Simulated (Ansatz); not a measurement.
# CH3ClFIn (SMILES [CH3][In]([F])[Cl]): the energy, rung by rung

The species is CH3ClFIn (7 atoms), meant as a singlet with charge 0. As SMILES, `[CH3][In]([F])[Cl]`. The shape was relaxed beforehand at B3LYP/def2-SVP.

```xyz
7

C    -0.3978    0.9681    0.4346
In    0.4067   -0.8541   -0.3892
F     2.3431   -1.1352   -0.6051
Cl   -0.7545   -2.7633   -1.1494
H    -1.1252    1.3836   -0.2758
H    -0.8993    0.7285    1.3821
H     0.4269    1.6726    0.6026
```

Quantity: the adiabatic ionisation energy (to the doublet cation, shapes relaxed at B3LYP/def2-SVP, no zero-point term), in eV. The values are calculated.

```
                            level                    kind  program  value (eV)  less CCSD(T)/def2-SVP  CPU time (all runs)
     HF/def2-SVP (core potential)            Hartree–Fock   Ansatz        9.23                  -0.69                6.3 s
  SVWN5/def2-SVP (core potential)                     LDA   Ansatz       10.33                  +0.41                5.6 s
    PBE/def2-SVP (core potential)                     GGA   Ansatz        9.98                  +0.06                 11 s
  B3LYP/def2-SVP (core potential)           global hybrid   Ansatz       10.13                  +0.21                 14 s
wB97M-V/def2-SVP (core potential)  range-separated hybrid   Ansatz       10.27                  +0.35                 69 s
 B2PLYP/def2-SVP (core potential)           double hybrid   Ansatz       10.05                  +0.13                 22 s
    MP2/def2-SVP (core potential)     perturbation theory   Ansatz        9.99                  +0.07                6.7 s
CCSD(T)/def2-SVP (core potential)   coupled cluster or CI   Ansatz        9.92                   0.00                 85 s
```

CCSD(T)/def2-SVP (core potential) is the highest level here, not the true value. Spin-orbit coupling, which can split open shells on such heavy atoms by tenths of an eV, is left out. The values span 9.23 to 10.33 eV. In the correlated wave-function rows the outer d shell of In is correlated, in sets not made for it. Times are those of the runs behind each value, whatever else they computed, on shared processors of several kinds: orders of magnitude only.
